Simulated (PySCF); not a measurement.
C2H6Zn, SMILES [CH3][Zn][CH3], CAM-B3LYP/def2-SVP optimised geometry.

```
9

C      1.94     0.00     0.00
Zn     0.00     0.00     0.00
C     -1.94     0.00     0.00
H      2.35    -0.25    -1.00
H      2.35    -0.74     0.71
H      2.35     0.98     0.29
H     -2.34     0.22     1.00
H     -2.34     0.75    -0.69
H     -2.35    -0.98    -0.30
```

Density from CAM-B3LYP/def2-TZVP (PySCF) at that geometry.

Minimum of the electron density along straight lines between bonded atoms, close to the bond critical point (lines longer than 1.1 times the sum of covalent radii, or with two minima, are not listed):

```
bond    length / Å  ρ at the minimum / e bohr⁻³  ∇²ρ there / e bohr⁻⁵  position (fraction from the first atom)
------  ----------  ---------------------------  --------------------  ---------------------------------------
C1–Zn2       1.941                        0.116                  0.22                                     0.51
Zn2–C3       1.941                        0.116                  0.22                                     0.49
C1–H4        1.102                        0.265                 -0.86                                     0.64
C1–H5        1.102                        0.265                 -0.86                                     0.64
C1–H6        1.102                        0.265                 -0.86                                     0.64
C3–H7        1.102                        0.265                 -0.86                                     0.64
C3–H8        1.102                        0.265                 -0.86                                     0.64
C3–H9        1.102                        0.265                 -0.86                                     0.64
```
